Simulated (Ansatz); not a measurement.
Species: IrO3, charge 0, multiplicity 2. The spin state was set by rule; other spins were not relaxed. SMILES: [O]=[Ir](=[O])=[O]
Geometry: optimised at B3LYP-D3(BJ)/def2-TZVP (Ansatz, a quantum-chemistry and plane-wave program).

Quantity: atomisation energy (electronic, to ground-state atoms), in kcal/mol. Correlated levels leave the core frozen unless marked. Open shells are spin-unrestricted. No spin-orbit coupling. The frozen core is the preceding noble-gas configuration, with the filled d and f shells of earlier blocks. Past Kr the def2 sets carry scalar-relativistic core potentials. The coupled-cluster limit lacks core correlation, which all-electron functionals hold. Basis-set limits of correlation are two-point, X^-3; Hartree-Fock from the larger set. The bracket is a focal-point correction in the basis named.

```
level             program  atomisation energy (kcal/mol)
----------------  -------  -----------------------------
HF/def2-SVP        Ansatz                           64.3
HF/def2-TZVPPD     Ansatz                           87.6
SVWN5/def2-TZVPD   Ansatz                          478.3
BLYP/def2-TZVPD    Ansatz                          376.1
```

Q: What does RI-MP2/CBS(def2-TZVPP,def2-QZVPP)+[CCSD(T)-MP2]/def2-TZVPP (Ansatz) give?

A: 335.2 kcal/mol
